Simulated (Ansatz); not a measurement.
`F[CH2][SnH2][Br]` + H₂ → `[Br][SnH3]` + `CF` at 500 K and 1 bar (hydrogenolysis of the Sn–C bond).

Calculated with Ansatz (gas phase, PBE0-D4/def2-TZVP geometries, no zero-point term in ΔE). CBS: MP2 limit from def2 TZ/QZ plus the TZ coupled-cluster correction, frozen cores. This one scheme is used for every species. def2 core potentials past Kr. For Br, Sn outer-core shells are correlated without core-valence functions, which leaves a few kJ/mol of doubt a bond. Scalar relativity is left out up to krypton. Each species was taken in one conformer, which may not be the lowest.

```
           species  CCSD(T)/CBS energy (Eh)  H − E (kJ/mol)  S (J/(mol·K))
`F[CH2][SnH2][Br]`              -2927.60980           156.8          424.6
                H₂                 -1.17544            41.0          145.5
      `[Br][SnH3]`              -2789.16986            82.6          323.4
              `CF`               -139.63461           122.2          244.8
```

H − E and S are ideal-gas, rigid-rotor, harmonic terms from PBE0-D4/def2-TZVP, for one conformer and one mirror image of each species. The MP2-based limit puts H₂ 0.8 mEh under its directly extrapolated value; such offsets cancel only in part. 1 Eh = 2625.50 kJ/mol, R = 8.31446 J/(mol·K).

Problem. By hand: ΔE, ΔH, ΔS and ΔG.

Solution. ΔE = (-2789.16986) + (-139.63461) − (-2927.60980) − (-1.17544) = -0.01923 Eh = -50.5 kJ/mol. Δ(H − E) = 82.6 + 122.2 − 156.8 − 41.0 = 7.0, so ΔH = -43.5 kJ/mol. ΔS = 323.4 + 244.8 − 424.6 − 145.5 = -1.9 J/(mol·K). ΔG = -43.5 − 500 × (-1.9)/1000 = -42.5 kJ/mol.

Problem. By hand: the equilibrium constant, and the temperature at which ΔG would vanish if ΔH and ΔS stayed fixed.

Solution. log₁₀ K = −ΔG/(RT ln 10) = 4.4. ΔG = 0 at ΔH/ΔS = 22895 K, far beyond where these terms or the molecules hold.

The number of gas molecules stays the same, so ΔS is small and ΔH decides. A doubt of 5 kJ/mol in ΔE shifts log₁₀ K by 0.5 here. Other conformers and mirror images would add mixing entropy, several J/(mol·K) or more a flexible species. Modes under 60 cm⁻¹, often nearly free rotors, make the harmonic entropy too high. These are equilibria of isolated gas molecules and say nothing of rates. Largest T1 diagnostic: 0.011 (customary marks: 0.02 for closed shells, 0.045 for open ones).
